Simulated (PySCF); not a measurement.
C3H3N2, SMILES C1=CN=C[N]1 (connectivity only; charge and spin as stated), charge -1, multiplicity 1.

Geometry: B3LYP-D3(BJ)/def2-SVPD. The spin state was assumed, not searched. The isomer is the one that the SMILES or the coordinates give; other isomers of the formula were not compared.

Calculation: B3LYP-D3(BJ)/def2-SVPD (PySCF 2.14.0).

Frequencies are harmonic and unscaled.

Computed vibrational spectrum:
```tsv
mode	ν (cm⁻¹)	IR (km/mol)	Raman (Å⁴/amu)	depolarisation	moving atoms (share of kinetic energy)
1	672	0.0	0.1	0.75	C 48 %, N 30 %, H 23 %
2	701	26.5	0.1	0.75	N 43 %, H 31 %, C 25 %
3	724	52.7	1.9	0.75	H 80 %, C 18 %
4	788	0.0	2.5	0.75	H 70 %, C 30 %
5	796	11.9	1.2	0.75	H 61 %, C 33 %
6	936	19.2	0.2	0.75	C 54 %, N 39 %
7	939	2.9	0.4	0.59	N 58 %, C 23 %, H 19 %
8	1077	1.1	11.9	0.48	H 65 %, C 27 %, N 8 %
9	1102	36.3	2.8	0.75	H 63 %, C 26 %, N 12 %
10	1209	2.9	27.7	0.05	C 61 %, N 33 %
11	1236	1.9	0.5	0.75	H 70 %, N 27 %
12	1278	7.5	26.3	0.15	N 52 %, C 44 %
13	1319	0.5	12.3	0.75	C 58 %, H 21 %, N 21 %
14	1455	4.2	25.9	0.14	C 74 %, H 20 %
15	1477	47.1	3.3	0.75	C 53 %, H 27 %, N 20 %
16	3137	88.7	99.4	0.34	H 92 %, C 8 %
17	3139	37.6	111.7	0.75	H 92 %
18	3165	71.2	200.8	0.15	H 91 %, C 9 %
```
